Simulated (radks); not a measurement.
Task: These are the eigenvalues of the occupied orbitals of an atom or ion with whole-number occupations (eV). Calculated with a radial shooting solver on a logarithmic mesh with Libxc functionals: scalar-relativistic Kohn-Sham, PBEsol, spin-polarised, spherical densities, finite nucleus; Fermi nuclear charge, rms radius of each element as measured or else 0.836 A^(1/3) + 0.57 fm.

orbital  eigenvalue
1s up     -10986.52
1s down   -10986.43
2s up     -1404.648
2s down   -1404.615
2p up     -1232.171
2p down   -1232.128
3s up     -202.1594
3s down   -202.0542
3p up     -149.4724
3p down   -149.3355
3d up      -63.2154
3d down    -62.9269
4s up      -41.1968

Which element is it, and in what charge state? The configuration may be excited. Open shells, if any, are filled with parallel spins first.

Result: Z = 32, germanium, charge +3: Ge3+ in [Ar] 3d10 4s1. The list shows which subshells hold electrons but not how many an open one holds; the 1s level, -403.75 hartree, gives Z - s = 28.4 by -(Z - s)^2/2, which with screening and relativity narrows Z to a few neighbours, and the depths of the outer levels then fix element, charge and occupations together.
